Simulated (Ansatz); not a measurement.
`F/C=N/[SiH](F)Cl` + HCl → `F[SiH](Cl)Cl` + `N=CF`  (ligand exchange at the Si–N bond)

Gas-phase electronic energies from Ansatz, PBE0-D4/def2-TZVP geometries. CCSD(T)/CBS is the MP2 limit (def2-TZVPP, def2-QZVPP) plus CCSD(T) − MP2 in def2-TZVPP, frozen cores. This one scheme is used for every species. DFT in def2-TZVPP. HSE06 is defined as in plane-wave codes. Each species was taken in one conformer, which may not be the lowest.

`F/C=N/[SiH](F)Cl`:

Z-matrix (Å, degrees):
```
Si
F 1 1.593
Cl 1 2.029 2 107.7
N 1 1.705 2 111.6 3 -119.1
H 1 1.468 2 108.4 3 119.4
C 4 1.237 1 128.4 2 5.2
F 6 1.329 4 121.1 1 -179.4
H 6 1.093 4 129.3 1 0.6
```

HCl:

Cartesian coordinates in Å:
```
Cl 0.309 0.456 -0.325
H -0.309 -0.456 0.325
```

`F[SiH](Cl)Cl`:

Z-matrix (Å, degrees):
```
Si
F 1 1.581
Cl 1 2.024 2 108.4
Cl 1 2.024 2 108.4 3 119.6
H 1 1.467 2 109.1 3 -120.2
```

`N=CF`:

```xyz
5

N     0.325    0.607    0.662
C    -0.242   -0.100   -0.187
F    -1.510    0.136   -0.509
H     1.285    0.302    0.796
H     0.142   -0.945   -0.762
```

```
       level  ΔE (kJ/mol)  difference from CCSD(T)/CBS
      PBE-D4        -36.8                         -1.6
   revPBE-D4        -35.8                         -0.6
    BHLYP-D4        -31.9                          3.3
CAM-B3LYP-D4        -30.1                          5.1
     ωB97M-V        -35.4                         -0.2
      B2PLYP        -33.4                          1.8
         PBE        -38.5                         -3.3
       HSE06        -38.1                         -2.9
MP2/def2-SVP        -32.0                          3.2
HF/CBS(def2)        -32.9                          2.3
 CCSD(T)/CBS        -35.2                            0
```

Largest T1 diagnostic among the species: 0.013.

Leaving LDA and LC-ωPBE aside and taking each functional with its dispersion term where it has one, the values spread over 6.6 kJ/mol, from PBE-D4 to CAM-B3LYP-D4. LDA lies +6.5 kJ/mol from PBE without D4.

CCSD(T)/CBS has its own doubt, a few kJ/mol and more with outer-core shells, so smaller differences from it don't rank the levels.
